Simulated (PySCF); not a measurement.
Property card for `CC(C)O[SiH2]C(C)(C)C`

Species: C₇H₁₈OSi.
Bonds: C1–C2, C2–C3, C2–O4, O4–Si5, Si5–C6, C6–C7, C6–C8, C6–C9. Hydrogens: H10, H11, H12 on C1; H13 on C2; H14, H15, H16 on C3; H17, H18 on Si5; H19, H20, H21 on C7; H22, H23, H24 on C8; H25, H26, H27 on C9.

Among its groups: Si–H bond and C–Si bond.

**PBE0-D3(BJ)/def2-SVP geometry optimisation, gas phase (PySCF)**

* Point group: C1
* Rotational constants A, B, C: 2.538, 0.680, 0.634 GHz

**B3LYP/pcSseg-1 ground state and GIAO shieldings, non-relativistic (PySCF)**

- Dipole moment: 0.56 D
- HOMO energy: -7.45 eV
- LUMO energy: 0.69 eV
- HOMO–LUMO gap: 8.14 eV
- 13C chemical shifts (computed TMS as zero) by class: 71.3 (C2), 27.1 (C1/C3), 26.9 (C7/C8/C9), 19.3 (C6) ppm
- 1H chemical shifts (computed TMS as zero) by class: 4.53 (H17/H18), 3.81 (H13), 1.22 (H10/H11/H12/H14/H15/H16), 0.99 (H19/H20/H21/H22/H23/H24/H25/H26/H27) ppm
- Isotropic shieldings of nuclei other than C and H, by class: 263 (O4), 346 (Si5) ppm

From delta-SCF UKS SCAN, pcX-2 on the ionised atom, pcseg-1 elsewhere, spin-free X2C; 2p3/2 from a spin–orbit splitting computed afterwards within the 2p shell (PySCF):

- Core binding energies: Si2p3/2 106.6 (Si5), C1s 290.0 (C6), C1s 290.2 (C7/C8/C9), C1s 290.5 (C1/C3), C1s 292.0 (C2), O1s 537.4 (O4), Si1s 1846.4 (Si5) eV

Monoisotopic mass from the formula: 146.1127 u.

The dipole matches unit charges of opposite sign 0.12 Å apart (1 e·Å = 4.8032 D). With B = h/(8π²I), that is 505.379 GHz u Å² over I, the principal moments of inertia are 199.1, 743.7 and 796.7 u Å² (most abundant isotopes). The rotational constants make it an asymmetric top with κ = (2B − A − C)/(A − C) = -0.95, nearer the prolate limit (−1).

 NMR classes are plain means over equivalent atoms (diastereotopic ones count apart unless rotation or inversion swaps them), as if these changed places fast; in this geometry the members of some classes differ.

Conformer computed: `[CH3:1][CH:2]([CH3:3])[O:4][SiH2:5][C:6]([CH3:7])([CH3:8])[CH3:9]`: C1–C2–O4–Si5 -156°, C2–O4–Si5–C6 166°, O4–Si5–C6–C7 -60°.

One conformer stands for the species.
